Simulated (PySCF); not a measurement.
C₄H₈Si. Atoms are numbered in the order given.

```xyz
13

C      1.3599     0.0015    -0.6705
C      1.3599     0.0015     0.6705
C      0.0493    -0.0031     1.4144
Si    -1.2239     0.0017     0.0000
C      0.0493    -0.0031    -1.4144
H      2.3020     0.0044    -1.2306
H      2.3020     0.0044     1.2306
H     -0.0440     0.8745     2.0770
H     -0.0421    -0.8877     2.0683
H     -2.0972     1.2161     0.0000
H     -2.1093    -1.2037     0.0000
H     -0.0421    -0.8877    -2.0683
H     -0.0440     0.8745    -2.0770
```

The structure is a stationary point at PBE0-D3(BJ)/def2-SVP. One conformer was computed; it need not be the lowest.

These are PBE0/def2-TZVP (PySCF) values and carry that method's errors.

ESP charges are fitted to the potential on shells at 1.4 to 2.0 van der Waals radii. Atomic charges (e):

```
atom  Löwdin     ESP fit
----  ------  ----------
C1     -0.19       -0.15
C2     -0.19       -0.15
C3     -0.37       -0.14
Si4     0.33        0.24
C5     -0.37       -0.14
H6      0.14  (withheld)
H7      0.14  (withheld)
H8      0.14  (withheld)
H9      0.14  (withheld)
H10    -0.03  (withheld)
H11    -0.03  (withheld)
H12     0.14  (withheld)
H13     0.14  (withheld)
```

Problem. Some entries are withheld; supply them. (Estimate from the structure and the level; the computed values follow.)

Solution. 
- H6, ESP fit: 0.10
- H7, ESP fit: 0.10
- H8, ESP fit: 0.08
- H9, ESP fit: 0.08
- H10, ESP fit: -0.08
- H11, ESP fit: -0.08
- H12, ESP fit: 0.08
- H13, ESP fit: 0.08

Computed Mayer and Wiberg (Löwdin basis) orders of the bonds:
```csv
bond,Mayer,Wiberg
C1–C2,1.93,2.01
C2–C3,0.99,1.25
C3–Si4,0.99,1.08
C1–C5,0.99,1.25
Si4–C5,0.99,1.08
C1–H6,0.95,0.84
C2–H7,0.95,0.84
C3–H8,0.94,0.85
C3–H9,0.94,0.85
Si4–H10,0.95,0.93
Si4–H11,0.95,0.93
C5–H12,0.94,0.85
C5–H13,0.94,0.85
```
